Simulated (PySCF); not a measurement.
pinacolborane (C6H13BO2), singlet, at a GFN2-xTB geometry; WB97X/STO-3G in PySCF.

PySCF was given this input:
```python
from pyscf import gto, scf, dft

mol = gto.M(
    atom='''
C    -1.775045   -0.154192    0.958104
C    -0.768406   -0.137303   -0.198803
C    -1.158231   -1.213830   -1.210173
O    -0.869425    1.148414   -0.816925
B     0.216795    1.882242   -0.477652
O     1.137814    1.181781    0.225597
C     0.730922   -0.188137    0.281390
C     0.935896   -0.716514    1.700032
C     1.646411   -0.962622   -0.674692
H    -2.767271    0.033777    0.554408
H    -1.548589    0.635593    1.669693
H    -1.775515   -1.115218    1.463522
H    -2.205490   -1.085398   -1.472346
H    -0.572775   -1.130353   -2.120039
H    -1.022184   -2.202214   -0.779847
H     0.345701    3.001426   -0.761665
H     0.432053   -0.091414    2.430084
H     1.999046   -0.706978    1.927193
H     0.568582   -1.736022    1.779244
H     1.555752   -0.573395   -1.685477
H     2.676287   -0.823716   -0.353947
H     1.414028   -2.023263   -0.667077
''',
    basis='sto-3g',
    charge=0,
    spin=0,
    verbose=4,
)

mf = dft.RKS(mol)
mf.xc = 'wb97x'
mf.grids.level = 4
mf.kernel()
mf.analyze()
```

What the program printed (banner, timings and long lists left out):

```
PySCF version 2.14.0

[INPUT] verbose = 4
[INPUT] num. atoms = 22
[INPUT] num. electrons = 70
[INPUT] charge = 0
[INPUT] spin (= nelec alpha-beta = 2S) = 0
[INPUT] symmetry False subgroup None
[INPUT] Mole.unit = angstrom
[INPUT] Symbol           X                Y                Z      unit          X                Y                Z       unit  Magmom
[...]
nuclear repulsion = 501.513713195281
number of shells = 40
number of NR pGTOs = 174
number of NR cGTOs = 58
basis = sto-3g
ecp = {}

******** <class 'pyscf.dft.rks.RKS'> ********
method = RKS
initial guess = minao
damping factor = 0
level_shift factor = 0
DIIS = <class 'pyscf.scf.diis.CDIIS'>
diis_start_cycle = 1
diis_space = 8
diis_damp = 0
SCF conv_tol = 1e-09
SCF conv_tol_grad = None
SCF max_cycles = 50
direct_scf = True
direct_scf_tol = 1e-13
XC library pyscf.dft.libxc version 7.1.2
    S. Lehtola, C. Steigemann, M. J. T. Oliveira, and M. A. L. Marques,  SoftwareX 7, 1–5 (2018)
XC functionals = wb97x
    J.-D. Chai and M. Head-Gordon,  J. Chem. Phys. 128, 084106 (2008)
radial grids:
    Treutler-Ahlrichs [JCP 102, 346 (1995); DOI:10.1063/1.469408] (M4) radial grids

becke partition: Becke, JCP 88, 2547 (1988); DOI:10.1063/1.454033
pruning grids: <function nwchem_prune>
grids dens level: 4
symmetrized grids: False
atomic radii adjust function: <function treutler_atomic_radii_adjust>
small_rho_cutoff = 0
Set gradient conv threshold to 3.16228e-05
Initial guess from minao.
tot grids = 460480
init E= -408.326472716484
[...]
cycle= 1 E= -406.489683887595  delta_E= 1.84  |g|= 0.683  |ddm|= 5.71
[...]
cycle= 2 E= -406.589345246194  delta_E= -0.0997  |g|= 0.492  |ddm|= 1.44
[...]
cycle= 3 E= -406.653797669261  delta_E= -0.0645  |g|= 0.0273  |ddm|= 0.56
[...]
cycle= 4 E= -406.654207818129  delta_E= -0.00041  |g|= 0.00612  |ddm|= 0.0669
[...]
cycle= 5 E= -406.654222676204  delta_E= -1.49e-05  |g|= 0.00148  |ddm|= 0.0111
[...]
cycle= 6 E= -406.654223708324  delta_E= -1.03e-06  |g|= 0.000266  |ddm|= 0.00308
[...]
cycle= 7 E= -406.654223758969  delta_E= -5.06e-08  |g|= 5.82e-05  |ddm|= 0.000706
[...]
cycle= 8 E= -406.654223760938  delta_E= -1.97e-09  |g|= 1.5e-05  |ddm|= 0.000143
[...]
cycle= 9 E= -406.654223761042  delta_E= -1.04e-10  |g|= 4.26e-06  |ddm|= 2.94e-05
[...]
Extra cycle  E= -406.654223761052  delta_E= -9.78e-12  |g|= 1.82e-06  |ddm|= 8.98e-06
converged SCF energy = -406.654223761052
**** SCF Summaries ****
Total Energy =                        -406.654223761052037
Nuclear Repulsion Energy =             501.513713195280559
One-electron Energy =                -1548.943663460531297
Two-electron Energy =                  640.775726504198701
Two-electron Coulomb Energy =          699.661217091496951
DFT Exchange-Correlation Energy =      -58.885490587298250
HOMO-LUMO gap [eV] =                    14.562101862336664
**** MO energy ****
[...]
 ** Mulliken pop on meta-lowdin orthogonal AOs  **
 ** Mulliken pop  **
 ** Mulliken atomic charges  **
charge of    0C =     -0.15048
charge of    1C =      0.10986
charge of    2C =     -0.14931
charge of    3O =     -0.11665
charge of    4B =      0.03590
charge of    5O =     -0.11664
charge of    6C =      0.10986
charge of    7C =     -0.14931
charge of    8C =     -0.15048
charge of    9H =      0.05392
charge of   10H =      0.04942
charge of   11H =      0.05041
charge of   12H =      0.05429
charge of   13H =      0.05326
charge of   14H =      0.05016
charge of   15H =     -0.04568
charge of   16H =      0.05326
charge of   17H =      0.05429
charge of   18H =      0.05016
charge of   19H =      0.04942
charge of   20H =      0.05392
charge of   21H =      0.05041
Dipole moment(X, Y, Z, Debye): -0.27908, -2.42294,  0.61487
```
